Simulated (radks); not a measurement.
Results of a calculation; reference values are marked as such.
Species: the zinc ion Zn2+. Configuration: [Ar] 3d10 (the NIST ground configuration). Code: a radial shooting solver on a logarithmic mesh with Libxc functionals. Model: scalar-relativistic Kohn-Sham, PBE, spin-polarised, spherical densities, finite nucleus; Fermi nuclear charge, rms radius 3.9283 fm. Some entries of the table are withheld. Estimate them.

| orbital | occ. | eigenvalue (hartree) | r(max) (bohr) | <r^2> (bohr^2) |
|---|---|---|---|---|
| 1s | 2 | -350.8338 | 0.03291 | 0.003405 |
| 2s | 2 | -43.32172 | 0.1892 | 0.06036 |
| 2p | 6 | -37.65310 | 0.1521 | (1) |
| 3s | 2 | -5.51651 | 0.5884 | 0.5371 |
| 3p | 6 | (2) | 0.5927 | 0.6021 |
| 3d | 10 | (3) | 0.5671 | 1.020 |

Answer. 
(1) 2p <r^2> (bohr^2): 0.04820
(2) 3p eigenvalue (hartree): -3.83325
(3) 3d eigenvalue (hartree): -1.13394
